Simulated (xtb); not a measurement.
Al(Me)(OH)(SeH) (CH5AlOSe), SMILES [CH3][Al]([OH])[SeH]. All values are semi-empirical tight-binding results from xtb (GFN2-xTB unless named), good for trends rather than for accurate numbers. Coordinates come from a GFN2-xTB optimisation. The structure was generated by enumeration; whether it is a known compound was not checked. Other conformers were not sampled.

Optimised geometry:

```xyz
9

Al    -0.8035     0.5400     0.2408
C     -2.5906    -0.3118     0.1053
H     -2.5143    -1.3308    -0.2812
H     -3.2561     0.2447    -0.5585
H     -3.0894    -0.3651     1.0756
O     -0.5128     2.0810     0.7276
H     -0.3664     2.9732     1.0081
Se     1.0981    -0.6970    -0.3195
H      1.9818     0.3788     0.0371
```
Charge 0, spin multiplicity 1.

For metal compounds this method's bond lengths and energies can be far off.

| Quantity | Result |
|---|---|
| orbital gap | 3.76 eV |
| zero-point energy | 34.1 kcal/mol |
| G − E(el) at 298.15 K (modified RRHO) | 13.2 kcal/mol |

Task: Give the atomic charges and the Wiberg bond orders between heavy atoms. (The exact figures need the calculation; the answer reports its results.)

Result: charges (e) Al1 0.37, C2 -0.21, H3 0.06, H4 0.06, H5 0.06, O6 -0.47, H7 0.31, Se8 -0.34, H9 0.17. Bond orders Al1–C2 1.01, Al1–O6 1.38, Al1–Se8 1.08.
